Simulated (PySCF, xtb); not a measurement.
C2H5BO3, SMILES CB(O)C(O)=O. One conformer was computed; it need not be the lowest.

Harmonic wavenumbers (cm⁻¹) from GFN2-xTB (xtb) at its own minimum, in rising order: 52, 75, 141, 268, 271, 416, 523, 542, 689, 717, 763, 867, 873, 943, 1123, 1153, 1255, 1364, 1384, 1473, 1481, 1707, 3026, 3041, 3061, 3384, 3485.

What does PySCF 2.14.0 with B3LYP-D3(BJ)/def2-SVP give at its own minimum? (The exact figures need the calculation; the answer reports its results.)

63, 92, 178, 308, 310, 438, 540, 563, 720, 729, 819, 848, 890, 1004, 1182, 1240, 1316, 1395, 1414, 1430, 1482, 1797, 3024, 3087, 3136, 3685, 3696. Paired by order, the mean absolute difference is 53 cm⁻¹ and the zero-point energies are 48.7 and 50.6 kcal/mol.
